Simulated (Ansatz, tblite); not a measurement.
Isomers of Ge3Te7 (singlet), found by a short tight-binding search and relaxed with PBE-D4/def2-SVP in Ansatz.

In the def2 sets Te takes a core potential, while STO-3G treats all electrons; there is no spin–orbit coupling. The xTB rows come from tblite. Correlated methods freeze 55 core orbitals; core or outer-core shells of Ge, Te are correlated, in sets that lack core-valence functions.

Other spin states weren't relaxed.

A:

```xyz
10

Ge    0.5137   -1.7340   -1.1706
Ge   -1.3770    2.2253    0.6738
Ge   -0.1993   -1.8925    2.5066
Te    2.3451   -0.5099   -2.8538
Te   -2.1669   -1.9789    0.5632
Te   -2.1082    0.1854    2.4389
Te    1.8417   -1.1193    0.9978
Te   -1.3522    0.3356   -1.3248
Te    1.1518    1.9186   -2.2541
Te    1.3514    2.5697    0.4230
```

B:

```xyz
10

Ge    2.737   -3.358    0.099
Ge    0.047   -0.566    0.913
Ge   -1.957    1.603   -1.471
Te   -1.001   -0.779   -1.494
Te    3.547   -0.981   -0.548
Te    0.633   -3.019    1.581
Te   -1.740    0.478    2.494
Te   -2.579    2.981   -3.335
Te   -1.852    2.714    0.861
Te    2.164    0.927    0.899
```

C:

| atom | x (Å) | y (Å) | z (Å) |
| --- | --- | --- | --- |
| Ge1 | 0.2456 | 1.0466 | 2.8269 |
| Ge2 | 0.7183 | 1.9643 | -1.1071 |
| Ge3 | 0.7558 | -0.3516 | -0.2007 |
| Te4 | -1.6902 | -0.0161 | 0.9999 |
| Te5 | 0.8331 | -2.5593 | -1.6146 |
| Te6 | 1.1512 | 2.8307 | -3.2921 |
| Te7 | -0.2256 | 3.1154 | 0.9921 |
| Te8 | -1.9093 | -2.8651 | -1.5733 |
| Te9 | 2.3425 | -0.3603 | 1.8136 |
| Te10 | -2.2214 | -2.8046 | 1.1553 |

D:

Cartesian coordinates in Å:
```
Ge -0.1191 -1.1602 1.9205
Ge 1.1896 -3.0266 0.7108
Ge -1.9984 -0.5675 -0.0983
Te 0.8707 -2.5982 -1.9008
Te 0.9954 3.0046 0.7842
Te -2.9432 1.8745 0.2307
Te 1.2247 0.2796 -0.1171
Te 2.7222 -0.7862 2.0115
Te -0.9176 -0.4755 -2.5316
Te -1.0242 3.4556 -1.0100
```

Problem. Estimate which lies lowest at each level, and how far above it the others are (kcal/mol).

Solution. 
| level | A | B | C | D |
| --- | --- | --- | --- | --- |
| GFN1-xTB | 60.5 | 0.0 | 31.3 | 89.4 |
| HF/STO-3G | 98.1 | 0.0 | 31.7 | 144.4 |
| HF/def2-SVP | 65.5 | 0.0 | 22.7 | 83.8 |
| PBE-D4/def2-SVP | 0.0 | 1.1 | 3.4 | 24.4 |
| r2SCAN-D4/def2-SVP | 14.6 | 0.0 | 6.4 | 38.3 |
| PBE0-D4/def2-SVP | 13.0 | 0.0 | 6.3 | 37.1 |
| MP2/def2-SVP | 24.1 | 0.0 | 7.8 | 46.3 |
Point groups (tolerance 0.1 Å): A not assigned, B not assigned, C not assigned, D not assigned. Lower isomers may exist.
